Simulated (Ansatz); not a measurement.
Basis sets compared for [Te3]2- (Te₃²⁻). Charge -2, multiplicity 1. Geometry B3LYP-D4/def2-SVPD. Ansatz on 4 threads of Arm Neoverse V1 on a shared host; times are rough, and most runs start from earlier orbitals.

| atom | x (Å) | y (Å) | z (Å) |
| --- | --- | --- | --- |
| Te1 | 1.222 | -2.022 | -0.594 |
| Te2 | -0.016 | -0.052 | 1.018 |
| Te3 | -1.206 | 2.074 | -0.424 |

In the def2 sets Te takes a core potential; there is no spin–orbit coupling. A multiply charged anion in the gas phase is held together partly by the finite basis. Removing one electron lowers the energy by 1.56 eV at PBE0-D4/def2-TZVPD, so it isn't bound. At PBE-D4/def2-SVPD, PBE-D4/def2-TZVPD, PBE0-D4/def2-SVPD, PBE0-D4/def2-TZVPD the highest occupied level of the charge -2 singlet lies above zero (up to 3.72 eV). By energy differences it is unbound by 1.56 eV (vertical, to the charge -1 doublet, at PBE0-D4/def2-TZVPD) and held by the finite basis.

| level | functions | energy (Eh) | HOMO (eV) | LUMO (eV) | wall time |
| --- | --- | --- | --- | --- | --- |
| PBE-D4/def2-SVPD | 105 | -804.1249 | 3.72 | 4.37 | 1.1 s |
| PBE0-D4/def2-SVPD | 105 | -804.1723 | 2.93 | 4.93 | 1.9 s |

(1) Estimate the rows for PBE-D4/def2-TZVPD (with forces), PBE0-D4/def2-TZVPD.

## Answers

(1) 
| level | functions | energy (Eh) | HOMO (eV) | LUMO (eV) | wall time |
| --- | --- | --- | --- | --- | --- |
| PBE-D4/def2-TZVPD (with forces) | 177 | -804.1516 | 3.65 | 4.32 | 2.2 s |
| PBE0-D4/def2-TZVPD | 177 | -804.1976 | 2.89 | 4.82 | 3.1 s |
